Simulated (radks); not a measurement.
Values are calculated unless marked as measured or tabulated.
Ionisation of neutral lutetium, [Xe] 4f14 5d1 6s2, to Lu+, [Xe] 4f14 6s2, under several functionals. Non-relativistic Kohn-Sham, spin-polarised, spherical densities, point nucleus; open shells are filled with parallel spins first (spin-orbit coupling, left out, can overturn this in heavy ions); a radial shooting solver on a logarithmic mesh with Libxc functionals. The NIST Atomic Spectra Database gives 5.426 eV (measured). Rank these functionals by the error of their Delta-SCF ionisation energy: HCTH/407; BP86; LDA (Slater exchange, Perdew-Wang correlation); Tao-Mo meta-GGA; SOGGA; TASK exchange with Perdew-Wang LDA correlation; B86b exchange with PBE correlation; XLYP; Wu-Cohen GGA; PBE; AM05.

Answer. From best to worst: TASK exchange with Perdew-Wang LDA correlation 6.200 eV (+0.774); XLYP 6.378 eV (+0.952); Tao-Mo meta-GGA 6.413 eV (+0.987); SOGGA 6.453 eV (+1.027); PBE 6.503 eV (+1.077); B86b exchange with PBE correlation 6.522 eV (+1.096); AM05 6.527 eV (+1.101); Wu-Cohen GGA 6.557 eV (+1.131); BP86 6.654 eV (+1.228); HCTH/407 6.701 eV (+1.275); LDA (Slater exchange, Perdew-Wang correlation) 6.729 eV (+1.303). Relativity is left out here, which matters for elements this heavy. Open shells are spherical and high-spin; term and fine-structure splittings are not resolved.
